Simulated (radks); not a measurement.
Values are calculated unless marked as measured or tabulated.
All-electron atom: the oxygen ion O0.8+ in [He] 2s2 2p(up 3, down 0.2) (fractional occupations, a model configuration). Level of theory: non-relativistic Kohn-Sham, r2SCAN, spin-polarised, spherical densities, point nucleus; meta-GGA in the generalised Kohn-Sham scheme (a radial shooting solver on a logarithmic mesh with Libxc functionals).

Unscreened Slater integrals over Kohn-Sham orbitals (eV). They are taken over the spin-up orbitals.

\begin{tabular}{lr}
integral & value \\ \hline
F0(2p,2p) & 22.819 \\
F2(2p,2p) & 10.370 \\
F0(2p,2s) & 22.781 \\
G1(2p,2s) & 13.896 \\
F0(2p,1s) & 32.578 \\
G1(2p,1s) & 3.5858 \\
F0(2s,2s) & 22.907 \\
F0(2s,1s) & 32.480 \\
G0(2s,1s) & 2.4615 \\
F0(1s,1s) & 128.34 \\
\end{tabular}

Derived for the open shells (J is the average intra-shell exchange parameter used in DFT+U). 2p: J = F2/5 = 2.074 eV.
